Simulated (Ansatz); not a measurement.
Reaction (cleavage of the Si–Si bond): `N[SiH]([SiH3])CCl` + `[OH][MgH]` → `[MgH][O][SiH3]` + `N[SiH2]CCl`

Computed with Ansatz on PBE0-D4/def2-TZVP structures; ΔE is electronic, products minus reactants. CBS: MP2 limit from def2 TZ/QZ plus the TZ coupled-cluster correction, frozen cores. Functionals use def2-TZVPP. B3LYP here is the variant with VWN-RPA as its local correlation; programs differ in this. For Mg outer-core shells are correlated without core-valence functions, which leaves a few kJ/mol of doubt a bond. Each species was taken in one conformer, which may not be the lowest.

```tsv
level	ΔE (kcal/mol)	difference from CCSD(T)/CBS
PBE-D4	-23.9	6.3
r2SCAN-D4	-28.9	1.3
PBE0-D4	-26.0	4.2
B3LYP-D4	-29.5	0.7
ωB97X-V	-29.3	0.9
ωB97M-V	-30.3	-0.1
B2PLYP	-31.8	-1.6
PBE	-24.9	5.3
r2SCAN	-29.2	1.0
PBE0	-27.0	3.2
B3LYP	-31.1	-0.9
HF/def2-TZVPP	-37.8	-7.6
MP2/def2-TZVPP	-31.9	-1.7
SCS-MP2/def2-TZVPP	-33.4	-3.2
CCSD/def2-TZVPP	-31.7	-1.5
CCSD(T)/def2-TZVPP	-30.8	-0.6
HF/def2-QZVPP	-38.5	-8.3
MP2/def2-QZVPP	-31.8	-1.6
SCS-MP2/def2-QZVPP	-33.3	-3.1
HF/CBS(def2)	-38.6	-8.4
MP2/CBS(def2)	-31.3	-1.1
CCSD/CBS(def2)	-31.1	-0.9
CCSD(T)/CBS	-30.2	0
```

Largest T1 diagnostic among the species: 0.011.

In def2-TZVPP, CCSD(T) changes the Hartree–Fock value by +7.1 kcal/mol (the triples alone add +0.9 kcal/mol) and MP2 by +5.9 kcal/mol. The D4 term adds +1.7 kcal/mol with B3LYP and +1.0 kcal/mol with PBE0; it sums over pairs of atoms, weighted by their polarisabilities, and B3LYP, whose exchange is more repulsive, gets the larger term. From PBE to PBE0 (25 % exact exchange), in def2-TZVPP and without D4, ΔE moves by −2.1 kcal/mol.
